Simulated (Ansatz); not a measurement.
CHF2 (SMILES F[CH]F), doublet, geometry from GFN2-xTB. Base run: R2SCAN/STO-3G (Ansatz, a quantum-chemistry and plane-wave program).

Here is a job for Ansatz.
Ansatz 0.2 input:
```yaml
crystal:
  periodic: [false, false, false]
  atoms:
    - {symbol: C, position_ang: [0.06401414, -0.00053804, 0.50038755]}
    - {symbol: F, position_ang: [-0.08071573, 1.09566547, -0.23113025]}
    - {symbol: F, position_ang: [-0.06029074, -1.09592016, -0.23609971]}
    - {symbol: H, position_ang: [0.88497342, 0.00552047, 1.20274435]}
basis:
  gaussian:
    orbitals: STO-3G
hamiltonian:
  xc: r2scan
magnetization: {spin_polarized: true, initial_magnetization: 1}
```

Each row names what was changed in the base input (with any setting that the change needs).

```csv
change,ΔE vs base (kcal/mol)
base,0.000
"final_grid = 10, 20, 41",-0.029
"final_grid = 4, 8, 17",-1.39
"final_grid = 6, 12, 29",-0.274
lower_state_search = light,0.000
lower_state_search = full,0.000
"point_charge = charge:0.5 position_ang:2.8669, 0.9217, -2.8749",0.403
fitting.mean_field = cc-pVTZ-JKFIT,-0.212
fitting.mean_field = def2-universal-JKFIT,-0.74
"final_grid = 14, 28, 59",-0.009
"point_charge = charge:1.0 position_ang:-1.606, -1.2707, 3.9421",-0.94
```
